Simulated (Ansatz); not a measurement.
## Ansatz (development build ahead of 0.2.0) run

```yaml
crystal:
  periodic: [false, false, false]
  atoms:
    - { symbol: Si, position_ang: [0.0, 0.0, 0.0] }
    - { symbol: F, position_ang: [0.98908, 0.98908, 0.98908] }
    - { symbol: F, position_ang: [0.98908, -0.98908, -0.98908] }
    - { symbol: F, position_ang: [-0.98908, 0.98908, -0.98908] }
    - { symbol: F, position_ang: [-0.98908, -0.98908, 0.98908] }
basis:
  gaussian: { orbitals: cc-pVTZ }
hamiltonian:
  xc: hf
```

The input is written out in the form of the current development build from the run's settings.

Results

```json
{
  "Converged": "yes",
  "Total energy": "-687.07220 hartree",
  "Spin squared of the determinant": "0.000"
}
```

Caution: no unrestricted run beside it, a lower state can exist.
